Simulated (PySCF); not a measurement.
## Ar²⁺ (argon, charge +2) across methods

[Ne] 3s2 3p3 3d1, high-spin 5D determinant (an excited configuration). Computed with PySCF 2.14 in dyall-acv3z, with the spin-free X2C one-electron Hamiltonian (Gaussian nucleus).

| method | E (hartree) | mean ε 3s β (eV) | mean ε 3p α (eV) | mean ε 3d α (eV) | Σ⟨r²⟩ (bohr²) | ⟨S²⟩ |
| --- | --- | --- | --- | --- | --- | --- |
| r2SCAN | -527.0974 | -48.753 | -39.398 | -17.616 | 16.76 | 6.001 |
| HSE06 | -526.9952 | -50.031 | -40.372 | -18.458 | 16.79 | 6.001 |
| revPBE | -527.0581 | -48.612 | -38.550 | -17.407 | 16.82 | 6.001 |
| LDA | -525.4901 | -49.029 | -38.528 | -17.301 | 16.87 | 6.000 |
| UHF | -526.50144 | -53.495 | -46.741 | -22.854 | 16.79 | 6.001 |
| PBE | -526.9402 | -48.726 | -38.560 | -17.409 | 16.83 | 6.001 |
| PBEsol | -526.1906 | -48.641 | -38.493 | -17.298 | 16.84 | 6.000 |

**Question.** Estimate the same row for PBE0.

**Answer.** E (hartree) = -526.9750; mean ε 3s β (eV) = -50.383; mean ε 3p α (eV) = -40.803; mean ε 3d α (eV) = -18.878; Σ⟨r²⟩ (bohr²) = 16.78; ⟨S²⟩ = 6.001.

The outer electron is Rydberg-like, and this basis confines it to a smaller radius and binds it less than a complete one would.
